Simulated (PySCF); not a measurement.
**Steps of a relaxation of TlH3**

TlH3 (singlet). PySCF 2.14.0, RKS TPSS, Tl def2-SVP with ECP60, H def2-SVP; non-relativistic Hamiltonian with scalar-relativistic core potentials where named; density fitting; no spin-orbit coupling. Origin of the start: template. Columns: position (Å) and force (eV/Å). Energies are counted from the last step; some of the 8 steps are shown. Forces carry noise of the integration grid, about 0.01 to 0.03 eV/Å.

Run from Python with OMP_NUM_THREADS=2. Where DIIS fails, smearing, a level shift and second-order steps follow.
It took 5.4 s on 2 threads of Arm Neoverse V2 (shared host), from the converged density of the start.

```xyz
4
step 0  E = 1.413 eV
Tl   -0.0095    0.0000    0.0000     2.47    0.00    0.00
H    -0.0095    0.0000    1.9700    -0.83    0.00   -1.77
H    -0.0095    0.0000   -1.9700    -0.83    0.00    1.77
H     1.9605    0.0000    0.0000    -0.81    0.00    0.00
```

```xyz
4
step 2  E = 0.158 eV
Tl    0.2955    0.0000    0.0000     0.18    0.00    0.00
H    -0.2118    0.0000    1.6809    -0.31    0.00   -0.35
H    -0.2118    0.0000   -1.6809    -0.31    0.00    0.35
H     2.0600    0.0000    0.0000     0.45    0.00    0.00
```

```xyz
4
step 5  E = 0.000 eV
Tl    0.4786    0.0000    0.0000     0.03    0.00    0.00
H    -0.3924    0.0000    1.5256    -0.02    0.00    0.03
H    -0.3924    0.0000   -1.5256    -0.02    0.00   -0.03
H     2.2380    0.0000    0.0000     0.01    0.00    0.00
```

Problem. Where does the relaxation end?

Solution. It converges at step 7 in D3h:
```xyz
4
step 7  E = 0
Tl    0.4821    0.0000    0.0000
H    -0.3961    0.0000    1.5253
H    -0.3961    0.0000   -1.5253
H     2.2419    0.0000    0.0000
```

Problem. How did the contacts change?

Solution. 
```
   contact  start (Å)  end (Å)
Tl1–H2 (H)      1.970    1.760
Tl1–H3 (H)      1.970    1.760
Tl1–H4 (H)      1.970    1.760
```


No frequency check is given that shows the relaxed geometry to be a minimum.
